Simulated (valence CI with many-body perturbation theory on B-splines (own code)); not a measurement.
**Mo+: key properties**

Calculated by configuration interaction combined with many-body perturbation theory (CI+MBPT): five valence electrons over a frozen Dirac-Fock core [Kr], radial functions for each j: 9 s, 9 p, 9 d, 7 f, 4 g, 2 h, with the one-electron correlation potential Σ1, the two-electron term Σ2, the three-electron term Σ3, Breit, model QED; selected CI, second order for the rest, scaled by the run's own slope (own B-spline code, finite nucleus).

Against 9 measured levels this calculation errs by 373 cm⁻¹ on average and by 607 at most. These come from a selection out of the NIST Handbook of Basic Atomic Spectroscopic Data. Levels without a partner in it may be off by more, other configurations by 1,000 to 4,000 cm⁻¹. Among the levels kept, up to 1100 cm⁻¹ of a level comes from second order outside the variational space, and about a tenth of that is noise between levels of different J, which matters for small intervals. Only levels of the ground parity were solved; by the run's estimate the other parity begins above the list, which can be wrong where configurations are misplaced.

Rates and lifetimes use the calculated energies. Strong lines usually hold to 10 to 20 %, long lifetimes can be off by a factor of two.

Problem. What is the ground level?

Solution. 4d⁵ ⁶S_5/2, composition 97 % 4d⁵ ⁶S, g = 2.000.

Problem. What is the ionisation energy?

Solution. 15.789 eV; NIST lists 16.16 ± 0.12 eV (semi-empirical).

Problem. Name the longest-lived excited levels whose lifetime is computed, and their main decay.

Solution. 4d⁵ ⁴G_9/2 at 1.924 eV lives 15300 s, mostly by M1 to 4d⁵ ⁴G_7/2. The lifetime of 4d⁵ ⁴G_11/2 is too uncertain to give, and may be longer.

Problem. What are the static dipole polarisabilities of the lowest levels?

Solution. 4d⁵ ⁶S_5/2 19.3 (tensor 0.065); 4d⁴5s ⁶D_1/2 41.2; 4d⁴5s ⁶D_3/2 41.9; 4d⁴5s ⁶D_5/2 42.1 bohr³, of which the core gives 1.79.

Problem. How well does LS coupling describe the low levels?

Solution. Among the lowest 20 levels the leading LS term, summed over configurations, holds 80 % on average. For single configurations the figures are 72 % in LS and 42 % in jj coupling. Terms mix most in the J = 3/2 level at 1.975 eV, where the leading one holds 50 %.
